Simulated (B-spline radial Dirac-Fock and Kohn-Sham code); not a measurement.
## Elastic scattering of 146 eV positrons by atomic neon

Calculated with a B-spline atomic structure program, using relativistic (Dirac) partial waves in the static field of the Dirac-Fock atom, without polarisation or absorption potentials. Below a few hundred eV the neglected polarisation potential matters, most of all at small angles.

| θ (°) | dσ/dΩ (a₀²/sr) |
| --- | --- |
| 0 | 3.02 |
| 10 | 2.63 |
| 20 | 1.81 |
| 30 | 1.07 |
| 40 | 0.595 |
| 50 | 0.339 |
| 60 | 0.209 |
| 70 | 0.142 |
| 80 | 0.103 |
| 90 | 0.0800 |
| 100 | 0.0644 |
| 110 | 0.0535 |
| 120 | 0.0458 |
| 130 | 0.0402 |
| 140 | 0.0363 |
| 150 | 0.0335 |
| 160 | 0.0316 |
| 170 | 0.0306 |
| 180 | 0.0302 |

The total elastic cross section is 3.33 a₀², the first transport cross section 1.09 a₀² and the second, weighted with (3/2) sin²θ, 1.86 a₀². The mean deflection is ⟨1 − cos θ⟩ = 0.328, and 9.2 % of the collisions scatter beyond 90°.
